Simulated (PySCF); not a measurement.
**Steps of a relaxation of [BiF6]−**

[BiF6]− (singlet). PySCF 2.14.0, RKS TPSS, Bi def2-SVP with ECP60, F def2-SVP; non-relativistic Hamiltonian with scalar-relativistic core potentials where named; density fitting; no spin-orbit coupling. Origin of the start: displaced along the imaginary mode. Columns: position (Å) and force (eV/Å). Energies are counted from the last step; some of the 10 steps are shown. Forces carry noise of the integration grid, about 0.01 to 0.03 eV/Å.

Run from Python with OMP_NUM_THREADS=2. Where DIIS fails, smearing, a level shift and second-order steps follow.
It took 44 s on 2 threads of Arm Neoverse V2, with other jobs on the host, from the converged density of the start.

```xyz
7
step 0  E = 0.675 eV
Bi   -0.0044    0.0000    0.0000     0.22   -0.01    0.01
F     1.5861   -0.2416    1.3128    -0.15   -0.14   -0.24
F    -0.5554    1.5126    1.3132     0.11   -0.14   -0.22
F    -1.0067   -1.2669    1.3095    -0.08    0.29   -0.27
F     1.5881    0.2278   -1.3128    -0.15    0.14    0.24
F    -0.9957    1.2755   -1.3095    -0.07   -0.28    0.26
F    -0.5685   -1.5078   -1.3132     0.12    0.15    0.22
```

```xyz
7
step 3  E = 0.159 eV
Bi    0.0445   -0.0002    0.0000    -0.52    0.00    0.00
F     1.5878   -0.6450    1.1887    -0.09   -0.23    0.16
F    -0.2390    1.6290    1.1940     0.33    0.35    0.20
F    -1.3492   -0.9593    1.1698     0.02    0.04    0.13
F     1.5934    0.6312   -1.1887    -0.09    0.23   -0.16
F    -1.3408    0.9709   -1.1699     0.02   -0.04   -0.13
F    -0.2531   -1.6268   -1.1940     0.33   -0.35   -0.19
```

```xyz
7
step 6  E = 0.002 eV
Bi    0.0115   -0.0001    0.0000    -0.29    0.00    0.00
F     1.4621   -0.8390    1.1868     0.04   -0.02    0.02
F     0.0007    1.6710    1.1929     0.02    0.05    0.04
F    -1.4468   -0.8296    1.2024     0.09    0.06   -0.09
F     1.4694    0.8263   -1.1868     0.03    0.02   -0.02
F    -1.4396    0.8421   -1.2024     0.09   -0.06    0.09
F    -0.0137   -1.6709   -1.1929     0.01   -0.05   -0.04
```

**Question.** Where does the relaxation end?

**Answer.** It converges at step 9 in Oh:
```xyz
7
step 9  E = 0
Bi    0.0062    0.0000    0.0000
F     1.4588   -0.8411    1.1873
F     0.0113    1.6744    1.1939
F    -1.4514   -0.8235    1.1932
F     1.4660    0.8284   -1.1873
F    -1.4442    0.8360   -1.1932
F    -0.0031   -1.6744   -1.1939
```

**Question.** How did the contacts change?

**Answer.** 
| contact | start (Å) | end (Å) |
| --- | --- | --- |
| Bi1–F2 (F) | 2.076 | 2.056 |
| Bi1–F3 (F) | 2.078 | 2.056 |
| Bi1–F4 (F) | 2.080 | 2.056 |
| Bi1–F5 (F) | 2.076 | 2.056 |
| Bi1–F6 (F) | 2.080 | 2.056 |
| Bi1–F7 (F) | 2.078 | 2.056 |


No frequency check is given that shows the relaxed geometry to be a minimum.
